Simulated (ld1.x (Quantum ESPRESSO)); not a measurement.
**An all-electron radial function and its pseudo partner (Cs (Z = 55))**

Columns: radius, all-electron u(r) and pseudo u(r) of the 5s shell (level -26.87 eV) of caesium in the configuration [Kr] 4d10 5s2 5p6 5d1 6s0 6p0; PBE, scalar-relativistic, TM scheme, ld1.x (Quantum ESPRESSO) 7.5.

| r (bohr) | all-electron | pseudo |
| --- | --- | --- |
| 0.210 | 0.3070 | 0.1019 |
| 0.420 | -0.2820 | 0.2101 |
| 0.630 | -0.4110 | 0.3306 |
| 0.840 | 0.0388 | 0.4663 |
| 1.050 | 0.4993 | 0.6115 |
| 1.260 | 0.7781 | 0.7451 |
| 1.470 | 0.8839 | 0.8332 |
| 1.680 | 0.8729 | 0.8482 |
| 1.890 | 0.7960 | 0.7907 |
| 2.100 | 0.6904 | 0.6901 |
| 2.310 | 0.5787 | 0.5787 |
| 2.520 | 0.4735 | 0.4735 |
| 2.730 | 0.3807 | 0.3807 |
| 2.940 | 0.3021 | 0.3021 |
| 3.150 | 0.2374 | 0.2374 |
| 3.360 | 0.1852 | 0.1852 |
| 3.570 | 0.1436 | 0.1436 |
| 3.780 | 0.1108 | 0.1108 |
| 3.990 | 0.0852 | 0.0852 |
| 4.200 | 0.0653 | 0.0653 |
| 4.410 | 0.0499 | 0.0499 |
| 4.620 | 0.0380 | 0.0380 |
| 4.830 | 0.0289 | 0.0289 |
| 5.040 | 0.0220 | 0.0220 |
| 5.250 | 0.0167 | 0.0167 |
| 5.460 | 0.0126 | 0.0126 |

Problem. How many radial nodes do the two functions have?

Solution. The all-electron 5s function has n − l − 1 = 4 (the table is too coarse to show those close to the nucleus); the pseudo-wave has 0, since the states of the same l below it are removed with the core.

Problem. At about which radius was the pseudo-wave matched?

Solution. 2.35 bohr. The columns agree to 0.0005 from 2.10 bohr on; several derivatives are matched, so the curves merge somewhat inside the radius.

Problem. Where does each function peak?

Solution. Outermost all-electron maximum near 1.47 bohr, pseudo maximum near 1.68 bohr (to the table’s step).

Problem. Is the pseudo-wave norm-conserving?

Solution. Yes: the TM scheme keeps the norm inside the radius equal to the all-electron one, which fixes the energy derivative of the logarithmic derivative at the level.
